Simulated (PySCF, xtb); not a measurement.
Cl2HInS, SMILES [SH][In]([Cl])[Cl].

xtb with GFN2-xTB at its own geometry gives an orbital gap of 2.41 eV and a dipole moment of 1.04 D.

Geometry: B3LYP-D3(BJ)/def2-SVP. The def2 effective core potentials stand for the cores of In; spin–orbit coupling is left out. Other conformers were not sampled.

### Question
What does CAM-B3LYP/def2-TZVP run with PySCF give? (Estimate from the structure and the level; the computed values follow.)

### Answer
gap 7.74 eV (levels -9.61 and -1.86 eV), dipole 1.82 D.
